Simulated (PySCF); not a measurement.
A species of formula C6H9Cl has this rotational fingerprint, computed with PBE0/def2-SVPD in PySCF (dipole) on a GFN2-xTB geometry, gas phase:

- Rotational constants: A = 4313, B = 1686, C = 1470 MHz
- Dipole components: |μa| = 2.21 D, |μb| = 0.22 D, |μc| = 0.25 D
- Inertial defect: -73.10 u·Å²
- κ: -0.85

Question: Which structure is it? (One computed conformer of each.)
A. `[CH2:1]=[CH:2]/[C:3](=[CH:4]\[CH3:5])[CH2:6][Cl:7]` with C1–C2–C3–C4 -174°, C2–C3–C6–Cl7 -76°
B. `[CH2:1]=[CH:2][C@@H:3]([CH3:4])[C:5](=[CH2:6])[Cl:7]` with C1–C2–C3–C4 120°, C2–C3–C5–C6 116°
C. `[CH3:1][CH2:2][C:3]1=[CH:4][C@H:5]([Cl:6])[CH2:7]1` with C1–C2–C3–C4 120°
D. `[Cl:1][C@@:2]12[CH2:3][CH2:4][CH2:5][C@@H:6]1[CH2:7]2` with Cl1–C2–C3–C4 160°, C2–C3–C4–C5 -28°, C3–C4–C5–C6 28°, C4–C5–C6–C7 48°
E. `[CH3:1][C:2]1=[CH:3][CH2:4][C@@H:5]([Cl:6])[CH2:7]1` with C2–C3–C4–C5 -12°, C3–C4–C5–Cl6 -99°, C4–C5–C7–C2 -19°, C1–C2–C7–C5 -168°
F. `[Cl:1][C:2]1=[CH:3][CH2:4][CH2:5][CH2:6][CH2:7]1` with C2–C3–C4–C5 -16°, C3–C4–C5–C6 47°, C4–C5–C6–C7 -64°, C5–C6–C7–C2 47° (1-chlorocyclohexene)

Answer: D. It is Cl[C@@]12CCC[C@@H]1C2, an asymmetric top, point group C1. The candidates at the same level (rigid rotor, commonest isotopes):

```json
{"SMILES": "CCC1=C[C@H](Cl)C1", "A (MHz)": "5263", "B (MHz)": "1073", "C (MHz)": "1028", "μa (D)": "2.53", "μb (D)": "0.96", "μc (D)": "0.70", "Δ (u·Å²)": "-75.35", "point group": "C1", "rotor": "near-prolate asymmetric top"}
{"SMILES": "Cl[C@@]12CCC[C@@H]1C2", "A (MHz)": "4313", "B (MHz)": "1686", "C (MHz)": "1470", "μa (D)": "2.21", "μb (D)": "0.22", "μc (D)": "0.25", "Δ (u·Å²)": "-73.10", "point group": "C1", "rotor": "asymmetric top"}
{"SMILES": "ClC1=CCCCC1", "A (MHz)": "4637", "B (MHz)": "1455", "C (MHz)": "1161", "μa (D)": "2.29", "μb (D)": "0.10", "μc (D)": "0.04", "Δ (u·Å²)": "-21.03", "point group": "C1", "rotor": "asymmetric top"}
{"SMILES": "C=C[C@@H](C)C(=C)Cl", "A (MHz)": "2877", "B (MHz)": "1465", "C (MHz)": "1415", "μa (D)": "0.98", "μb (D)": "0.57", "μc (D)": "1.00", "Δ (u·Å²)": "-163.65", "point group": "C1", "rotor": "near-prolate asymmetric top"}
{"SMILES": "CC1=CC[C@@H](Cl)C1", "A (MHz)": "4064", "B (MHz)": "1474", "C (MHz)": "1286", "μa (D)": "1.84", "μb (D)": "0.65", "μc (D)": "1.20", "Δ (u·Å²)": "-74.19", "point group": "C1", "rotor": "asymmetric top"}
{"SMILES": "C=C/C(=C\\C)CCl", "A (MHz)": "2919", "B (MHz)": "1449", "C (MHz)": "1077", "μa (D)": "2.19", "μb (D)": "0.01", "μc (D)": "1.02", "Δ (u·Å²)": "-52.66", "point group": "C1", "rotor": "asymmetric top"}
```

`C=C/C(=C\C)CCl` has A 32 % too low; `ClC1=CCCCC1` has C 21 % too low; `CCC1=C[C@H](Cl)C1` has B 36 % too low; `CC1=CC[C@@H](Cl)C1` has B 13 % too low; `C=C[C@@H](C)C(=C)Cl` has A 33 % too low. No structure here is proved a minimum.
